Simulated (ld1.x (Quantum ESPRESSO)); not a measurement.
## Configuration tests for N (Z = 7) (PAW)

N, PAW, made with ld1.x (Quantum ESPRESSO) 7.5 (PBE, scalar-relativistic). Core [He], reference 2s1 2p4. Waves: 2s (bound): rcut 0.75, rcutus 0.80 bohr; 2s channel at 1.6 Ry: rcut 0.75, rcutus 0.80 bohr; 2p (bound): rcut 1.35, rcutus 1.65 bohr; 2p channel at -0.15 Ry: rcut 1.35, rcutus 1.65 bohr; 3d channel at 0.05 Ry: rcut 0.90, rcutus 1.25 bohr. Local part: all-electron potential smoothed inside 1.50 bohr (lloc = -2). Core correction: Bessel-smoothed model core inside 0.80 bohr. Augmentation charge: PSQ, radius 0.65 bohr.

Energies are relative to the spin-unpolarised reference configuration 2s1 2p4; without spin polarisation the order of configurations can differ from experiment.

**Question.** Give the all-electron excitation energy and the error of the potential for: 2s2 2p3; 2s2 2p2; 2s2 2p1; 2s0 2p5; 2s2 2p3.3; 2s2 2p0; 2s1 2p3.

**Answer.**

| valence configuration | charge | ΔE all-electron (eV) | error AE − PS (meV) |
| --- | --- | --- | --- |
| 2s2 2p3 | 0 | -11.508 | -0.2 |
| 2s2 2p2 | +1 | 2.084 | -3.2 |
| 2s2 2p1 | +2 | 30.938 | -20 |
| 2s0 2p5 | 0 | 11.533 | -0.5 |
| 2s2 2p3.3 | -0.3 | -13.127 | -0.3 |
| 2s2 2p0 | +3 | 78.020 | +2.1 |
| 2s1 2p3 | +1 | 13.865 | -4.2 |

Levels in the configuration 2s2 2p3:

```csv
level,all-electron (eV),pseudo (eV)
2s,-18.583,-18.582
2p,-7.090,-7.090
```
